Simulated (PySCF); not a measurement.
Level of theory: CAM-B3LYP-D3(BJ)/def2-TZVP in PySCF. All species are isolated molecules in the gas phase. Delta-SCF ions had no search for a lower state. 

Reference species (SMILES): `N#CC=O` (neutral, multiplicity 1).

```json
{
 "HOMO–LUMO gap": "8.90 eV",
 "vertical ionisation energy (Delta-SCF)": "11.93 eV",
 "HOMO": "-10.75 eV"
}
```

Changed species: `O=c1cn1`.

Task: What does the change do to the HOMO–LUMO gap, vertical ionisation energy (Delta-SCF) and HOMO?

Result: the HOMO–LUMO gap falls by 0.76 eV, to 8.14 eV; the vertical ionisation energy (Delta-SCF) falls by 1.57 eV, to 10.36 eV; the HOMO rises by 1.72 eV, to -9.03 eV.
